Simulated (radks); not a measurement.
The numbers below are computed, except where a source is named.
Species: Sb3.2+. Configuration: [Kr] 4d(3/2: 4, 5/2: 5.8) 5s2 (fractional occupations, a model configuration). Code: a radial shooting solver on a logarithmic mesh with Libxc functionals. Model: Dirac Kohn-Sham, PBE, spin-unpolarised, spherical densities, point nucleus. Some entries of the table are withheld. Estimate them.

orbital  occ.  eigenvalue (eV)  r(max) (bohr)  <1/r> (bohr^-1)
1s1/2       2        -30319.32        0.01834            54.33
2s1/2       2        -4641.077         0.1038            12.63
2p1/2       2        -4343.976        0.07983            12.61
2p3/2       4        -4092.150        0.08445            11.70
3s1/2       2        -937.1223         0.3001            4.477
3p1/2       2        -815.7145            (1)            4.386
3p3/2       4        -769.2398            (2)            4.164
3d3/2       4        -554.9478         0.2426              (3)
3d5/2       6        -545.2889         0.2455              (4)
4s1/2       2              (5)         0.7227            1.772
4p1/2       2        -141.0007         0.7456              (6)
4p3/2       4        -132.3715         0.7699              (7)
4d3/2       4         -67.1824         0.8393              (8)
4d5/2     5.8         -65.9099         0.8483              (9)
5s1/2       2         -41.4614          1.795           0.6523

Answer. 
(1) 3p1/2 r(max) (bohr): 0.2865
(2) 3p3/2 r(max) (bohr): 0.2969
(3) 3d3/2 <1/r> (bohr^-1): 4.013
(4) 3d5/2 <1/r> (bohr^-1): 3.956
(5) 4s1/2 eigenvalue (eV): -182.1107
(6) 4p1/2 <1/r> (bohr^-1): 1.659
(7) 4p3/2 <1/r> (bohr^-1): 1.587
(8) 4d3/2 <1/r> (bohr^-1): 1.320
(9) 4d5/2 <1/r> (bohr^-1): 1.302
